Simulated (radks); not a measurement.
Values are calculated unless marked as measured or tabulated.
Orbital eigenvalues (eV) of the germanium ion Ge3+, [Ar] 3d10 4s1, of relativity; Dirac values are averaged over j with weights 2j + 1. Spin-unpolarised spherical Kohn-Sham, PBEsol, point nucleus unless stated (finite: rms radius 4.0742 fm), a radial shooting solver on a logarithmic mesh with Libxc functionals. A level marked "c x" has the speed of light scaled by that factor.

shell       non-rel.
1s            -10829
2s           -1369.8
2p           -1223.6
3s           -196.42
3p           -148.00
3d           -63.769
4s           -39.748
4p (empty)   -29.849

Give the values at the level "Dirac, c x 10".

Answer. 
shell       Dirac, c x 10  change of magnitude (%)
1s                 -10830                    +0.01
2s                -1370.2                    +0.02
2p                -1223.7                    +0.01
3s                -196.47                    +0.03
3p                -148.01                    +0.01
3d                -63.762                    -0.01
4s                -39.754                    +0.02
4p (empty)        -29.850                    0.00
